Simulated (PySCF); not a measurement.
Al(F)(GeH3)(Me) (CH6AlFGe), SMILES [CH3][Al]([GeH3])[F]. Heavy atoms are numbered as in [Al:1]([F:2])([GeH3:3])[CH3:7]. Hydrogens are named by the atom that carries them.

Geometry: PBE0-D3(BJ)/def2-SVP.

All values below come from PBE/def2-TZVP in PySCF.

ESP charges are fitted to the potential on shells at 1.4 to 2.0 van der Waals radii. Atomic charges (e), one atom of each kind:

| atom | ESP fit | IAO |
|---|---|---|
| Al1 | 0.95 | 1.05 |
| F2 | -0.44 | -0.54 |
| Ge3 (GeH3) | [?] | -0.04 |
| H on Ge3 | [?] | -0.04 |
| C7 (CH3) | -0.80 | -0.83 |
| H on C7 | [?] | 0.17 |

### Question
Complete the blanks. (An estimate is asked for; the answer gives what the named calculation found.)

### Answer

- Ge3 (GeH3), ESP fit: -0.32
- H on Ge3, ESP fit: 0.03
- H on C7, ESP fit: 0.16
